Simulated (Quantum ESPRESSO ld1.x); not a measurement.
Task: Ti2+, 20 electrons, occupied as [Ar] 3d1.5 4p0.5 (fractional occupations, a model configuration). All-electron calculation, scalar-relativistic Kohn-Sham, LDA (Slater exchange, Perdew-Zunger correlation), spin-polarised, spherical densities, point nucleus; open shells are filled with parallel spins first. Program: ld1.x of Quantum ESPRESSO 7.5. Some entries of the table are withheld. Estimate them.

orbital,occ.,eigenvalue (eV),<1/r> (bohr^-1),<r> (bohr)
1s up,1,-4875.99,21.76,0.06973
1s down,1,-4875.97,21.76,0.06973
2s up,1,-555.774,4.533,0.3260
2s down,1,-555.241,4.536,0.3258
2p up,3,-464.211,4.444,0.2905
2p down,3,-463.784,4.447,0.2902
3s up,1,-82.4453,1.406,1.002
3s down,1,-81.0093,1.405,1.003
3p up,3,(1),1.280,1.073
3p down,3,(2),1.278,1.074
3d up,1.5,-23.5056,0.9632,1.358
3d down,0,-22.0979,0.9609,1.363
4p up,0.5,-14.1769,0.3988,3.296
4p down,0,-13.0296,0.3886,3.383

Result: 
(1) 3p up eigenvalue (eV): -58.8050
(2) 3p down eigenvalue (eV): -57.3857
